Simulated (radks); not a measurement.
The numbers below are computed, except where a source is named.
All-electron atom: the strontium ion Sr4+ in [Ar] 3d10 4s2 4p3.75 4f0.25 (fractional occupations, a model configuration). Level of theory: scalar-relativistic Kohn-Sham, BLYP, spin-polarised, spherical densities, finite nucleus; open shells are filled with parallel spins first (spin-orbit coupling, left out, can overturn this in heavy ions); Fermi nuclear charge, rms radius 4.224 fm (a radial shooting solver on a logarithmic mesh with Libxc functionals). Some entries of the table are withheld. Estimate them.

orbital,occ.,eigenvalue (hartree),<1/r> (bohr^-1),<r^2> (bohr^2)
1s up,1,-587.6932,38.99,0.002067
1s down,1,-587.6825,39.00,0.002067
2s up,1,-81.17743,8.703,0.03507
2s down,1,-81.17120,8.703,0.03507
2p up,3,-72.35543,8.499,0.02764
2p down,3,-72.34527,8.499,0.02764
3s up,1,-14.08622,2.920,0.2777
3s down,1,-14.07307,2.920,0.2775
3p up,3,-11.23835,2.766,0.2896
3p down,3,-11.22363,2.766,0.2891
3d up,5,-6.53238,2.513,0.3006
3d down,5,-6.51576,2.516,0.2989
4s up,1,-3.18538,1.042,1.882
4s down,1,-3.08580,1.045,1.890
4p up,3,-2.46251,(1),2.326
4p down,0.75,-2.36440,(2),2.367
4d up,0,-1.43256,(3),3.942
4d down,0,-1.35648,(4),4.223
5s up,0,-1.19307,0.4659,9.061
5s down,0,-1.17353,0.4587,9.266
4f up,0.25,(5),0.3801,11.04

Answer. 
(1) 4p up <1/r> (bohr^-1): 0.9282
(2) 4p down <1/r> (bohr^-1): 0.9242
(3) 4d up <1/r> (bohr^-1): 0.7037
(4) 4d down <1/r> (bohr^-1): 0.6805
(5) 4f up eigenvalue (hartree): -0.69015
